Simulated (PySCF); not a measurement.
System: C3H7O2 (charge +1, singlet). It need not be the lowest isomer of its formula. 
Structure (B3LYP-D3(BJ)/def2-TZVP (Ansatz) minimum search):
```
C
H 1 1.0848
H 1 1.0864 2 111.25
C 1 1.4974 2 114.57 3 -132.52
H 4 1.0894 1 112.03 2 -52.08
H 4 1.0915 5 110.35 1 126.01
H 4 1.0927 5 107.79 6 116.51
O 1 1.5491 2 102.40 3 111.22
H 8 0.9758 1 115.17 2 155.96
C 8 1.5027 9 116.83 1 -152.72
O 10 1.1571 8 118.35 9 162.07
H 10 1.0924 11 133.75 8 -177.88
```
Charge +1, spin multiplicity 1.

Dispersion corrections to the total energy (kcal/mol) from the dftd3 and dftd4 libraries through PySCF: D3(BJ) without and D4 with the three-body term, each with the damping fitted for the functional named.

| functional | D3(BJ) | D4 |
|---|---|---|
| r2SCAN | -1.30 | ? |
| revPBE | -12.27 | ? |
| B2GP-PLYP | -2.31 | -1.49 |
| CAM-B3LYP | -3.30 | -2.96 |
| TPSS | -5.72 | -4.86 |
| BHLYP | ? | -3.81 |
| BP86 | -6.75 | -4.61 |

Question: Some entries are withheld; supply them.

Answer: 
- r2SCAN, D4: -0.93
- revPBE, D4: -13.04
- BHLYP, D3(BJ): -5.74
